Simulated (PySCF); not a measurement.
C2H5Cl2Si (SMILES [CH2][Si](C)(Cl)Cl), doublet, at a GFN2-xTB geometry, with bond 8-3 at 1.6 times its length. Base run: DF-B3LYP/6-31G* in PySCF.

PySCF was given this input:
```python
from pyscf import gto, scf, dft

mol = gto.M(
    atom='''
C    -1.308122   -1.521278   -0.544063
Si    0.012622   -0.324738   -0.060826
C     1.738812   -1.123203    0.110874
Cl   -0.468466    0.514638    1.728901
Cl    0.137771    1.137375   -1.469969
H    -1.541628   -1.737760   -1.571061
H    -1.873639   -2.078807    0.180827
H     1.734822   -2.366867    1.323369
H     2.482513   -0.383269    0.395863
H     2.057387   -1.570687   -0.825464
''',
    basis='6-31g*',
    charge=0,
    spin=1,
    verbose=4,
)

mf = dft.UKS(mol)
mf.xc = 'b3lyp'
mf = mf.density_fit(auxbasis='def2-universal-jkfit')
mf.kernel()
```

Variants of this job, named by their change:

```csv
change,ΔE vs base (mEh),SCF cycles,<S^2>,outcome
base,0.000,13,0.753,converged
conv_tol = 1e-4,0.002,6,0.753,converged
conv_tol_grad = 1e-3,0.000,13,0.753,converged
init_guess = mod_huckel,0.000,17,0.753,converged
init_guess = atom,0.000,14,0.753,converged
level_shift = 0.1 (with mf.max_cycle = 100),0.000,14,0.753,converged
conv_tol = 1e-12,0.000,15,0.753,converged
diis = off; damp = 0.3 (with mf.diis_start_cycle = 200; with mf.max_cycle = 150),-,150,-,not converged
conv_tol_grad = 1e-7,0.000,17,0.753,converged
solver = newton,0.000,-,0.753,converged
level_shift = 0.5 (with mf.max_cycle = 100),0.000,23,0.753,converged
diis_space = 4,0.000,14,0.753,converged
diis = off (with mf.max_cycle = 100),-,100,-,not converged
```

Open shells are given as the SCF converged; they aren't shown to be the lowest states, and a large step between rows can be another state.
